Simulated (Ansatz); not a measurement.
The cluster In₃P₃⁺, relaxed as a doublet with UKS PBE-D4/def2-SVP in Ansatz, starting from the GFN2-xTB geometry. Force threshold 0.02 eV/Å.

In the def2 sets In takes a core potential; there is no spin–orbit coupling. Another isomer (doublet) lies 0.86 eV lower at PBE0-D4/def2-TZVP; other spin states weren't run for this one.

Start:

```
atom   x (Å)   y (Å)   z (Å)
 In1   2.714  -0.922   0.069
 In2  -1.406   1.196  -2.762
 In3  -2.181  -0.706   2.394
  P4   0.478  -0.230   1.700
  P5   0.918   0.856  -1.256
  P6  -0.522  -0.194  -0.145
```

Q: Estimate the energy that the relaxation releases and the steps that it takes.

A: 0.08 eV, in 7 steps; 20 s on 4 threads of Arm Neoverse V1 on a shared host. No frequencies were taken in this run, so the end may be a saddle point.

Q: Does the start keep its bonding and symmetry?

A: By distances, no bond broke or formed. The bond that changes most is P4–P6, from 2.10 to 2.13 Å (atoms count from 1). Point group Cs at the start, Cs at the end, both within 0.05 Å.

Q: Predict the relaxed structure.

A: 
```xyz
6

In    2.4599   -1.0793   -0.0272
In   -1.0717    1.1377   -3.1415
In   -1.9549   -1.0271    2.7262
P     0.4290   -0.0680    1.7007
P     0.8607    0.9884   -1.1672
P    -0.7231    0.0482   -0.0909
```
Bond lengths (bridged metal pairs left out): 4 × In–P 2.77 to 2.85 Å; 2 × P–P 2.13 Å.
